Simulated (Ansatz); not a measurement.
Start from `[CH3][Sc]([CH3])[CH3]` and change one atom or group to get `[CH3][Sc]([CH3])[F]`.

Ansatz, PBE0-D4/def2-TZVP geometries, multiplicity 1. 

Scalar relativity is left out up to krypton.

| property | `[CH3][Sc]([CH3])[CH3]` |
| --- | --- |
| HOMO–LUMO gap (PBE0/def2-TZVPP) / eV | 4.93 |
| size of the dipole moment (B3LYP/def2-TZVPP) / D | 1.81 |
| size of the dipole moment (PBE/def2-TZVPP) / D | 1.72 |
| HOMO–LUMO gap (B3LYP/def2-TZVPP) / eV | 4.30 |
| size of the dipole moment (ωB97M-V/def2-TZVPP) / D | 1.85 |
| HOMO energy (ωB97M-V/def2-TZVPP) / eV | -9.03 |

Question: What does the change do to each property? (An estimate is asked.)

Answer: Ansatz gave: 
```csv
property,`[CH3][Sc]([CH3])[F]`,shift
HOMO–LUMO gap (PBE0/def2-TZVPP) / eV,4.89,-0.04
size of the dipole moment (B3LYP/def2-TZVPP) / D,0.91,-0.90
size of the dipole moment (PBE/def2-TZVPP) / D,0.84,-0.88
HOMO–LUMO gap (B3LYP/def2-TZVPP) / eV,4.24,-0.06
size of the dipole moment (ωB97M-V/def2-TZVPP) / D,0.86,-0.99
HOMO energy (ωB97M-V/def2-TZVPP) / eV,-9.25,-0.22
```

Dipoles are sizes alone; their direction can turn.

B3LYP here is the variant with VWN-RPA as its local correlation; programs differ in this.
